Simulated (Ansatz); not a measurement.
GaH2(SMe) (CH₅GaS). Total charge 0; triplet. Geometry PBE0-D4/def2-TZVP, that of the neutral singlet; atoms count from 1.

Cartesian coordinates in Å:
```
Ga -0.608 -0.623 1.531
H 0.926 -0.755 1.809
H -1.773 -1.010 2.493
S -1.178 0.190 -0.415
C 0.420 0.499 -1.225
H 1.253 0.288 -0.555
H 0.461 1.545 -1.530
H 0.500 -0.134 -2.108
```

At PBE0-D4/def2-TZVP a singlet of charge 0 lies 4.20 eV below the triplet at the same geometry.

Estimate the Mulliken populations from the PBE0/def2-TZVP orbitals of Ansatz.


| atom | charge (e) | spin (α − β) |
| --- | --- | --- |
| Ga1 | -0.33 | 1.10 |
| H2 | -0.06 | -0.06 |
| H3 | -0.05 | -0.06 |
| S4 | 0.24 | 0.99 |
| C5 | -0.35 | -0.03 |
| H6 | 0.19 | 0.00 |
| H7 | 0.18 | 0.03 |
| H8 | 0.18 | 0.03 |
Mulliken values and Mayer orders depend strongly on the basis.

Where does the spin sit?

Summed by element: Ga 1.10, H -0.06, S 0.99, C -0.03, of 2 unpaired in all. Largest on single atoms: Ga1 1.10, S4 0.99, H2 -0.06.

And the Mayer bond orders between bonded heavy atoms (over 0.3)?

Ga1–S4 0.71 (2.18 Å); S4–C5 1.02 (1.82 Å).
